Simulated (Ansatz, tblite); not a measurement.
Spin states of the cluster GeSb₂ (the lowest singlet isomer of a short search), each relaxed with PBE-D4/def2-TZVP in Ansatz. Electronic energies in the gas phase.

In the def2 sets Sb takes a core potential; there is no spin–orbit coupling. The xTB rows come from tblite. HSE06 is defined as in plane-wave codes, on full-range PBE exchange. Correlated methods freeze 17 core orbitals; core or outer-core shells of Sb, Ge are correlated, in sets that lack core-valence functions. HOMO above LUMO, or a gap near zero within one spin, warns that the state may not be the lowest or that an electron is smeared out. The structure comes from a short search, and lower isomers may exist.

Singlet geometry (C2v within 0.1 Å):

```xyz
3

Sb   -0.866   -0.025    1.278
Sb    1.519    0.272    0.068
Ge   -0.652   -0.248   -1.346
```

Triplet geometry (C2v within 0.1 Å):

```
atom   x (Å)   y (Å)   z (Å)
 Sb1  -0.591   1.452  -0.132
 Sb2  -0.804  -1.147   0.716
 Ge3   1.395  -0.305  -0.584
```

Quintet geometry (C2v within 0.1 Å):

| atom | x (Å) | y (Å) | z (Å) |
| --- | --- | --- | --- |
| Sb1 | 0.5697 | -1.5138 | 0.5659 |
| Sb2 | -1.5902 | 0.6341 | 0.0750 |
| Ge3 | 1.0205 | 0.8798 | -0.6408 |

⟨S²⟩: triplet 2.06 at PBE0-D4/def2-TZVP (pure 2.00), quintet 6.03 at PBE0-D4/def2-TZVP (pure 6.00).

Run but left out: HF/STO-3G (singlet: restricted singlet, unstable in another Hartree–Fock run and untested here); HF/def2-TZVP (singlet: restricted singlet, unstable towards broken spin symmetry); MP2/def2-TZVP (triplet: ⟨S²⟩ 2.38, where a pure state has 2.00); MP2/def2-TZVP (quintet: ⟨S²⟩ 6.20, where a pure state has 6.00).

Only these spin states were relaxed.

```
               level  triplet − singlet (kcal/mol)  quintet − singlet (kcal/mol)  lowest of these                                  remarks
            GFN1-xTB                          34.8                          78.5          singlet                                        –
 r2SCAN-D4/def2-TZVP                          26.1                          62.8          singlet                                        –
r2SCANh-D4/def2-TZVP                          25.9                          61.5          singlet                                        –
  HSE06-D4/def2-TZVP                          28.4                          64.7          singlet                                        –
    B2PLYP/def2-TZVP                          32.0                          72.2          singlet  spin-contaminated (⟨S²⟩ 2.14) (triplet)
```

Question: Estimate the rows for GFN2-xTB, LDA (SPW92)/def2-TZVP, PBE-D4/def2-TZVP, PBE0-D4/def2-TZVP, RPA@PBE/def2-TZVP.

Answer: 
| level | triplet − singlet (kcal/mol) | quintet − singlet (kcal/mol) | lowest of these | remarks |
| --- | --- | --- | --- | --- |
| GFN2-xTB | 30.0 | 69.7 | singlet | – |
| LDA (SPW92)/def2-TZVP | 32.4 | 79.8 | singlet | gap within one spin near zero (quintet), gap within one spin near zero (triplet) |
| PBE-D4/def2-TZVP | 28.8 | 68.9 | singlet | – |
| PBE0-D4/def2-TZVP | 28.4 | 64.9 | singlet | – |
| RPA@PBE/def2-TZVP | 29.3 | 67.4 | singlet | – |

The xTB methods have no spin-polarisation term.
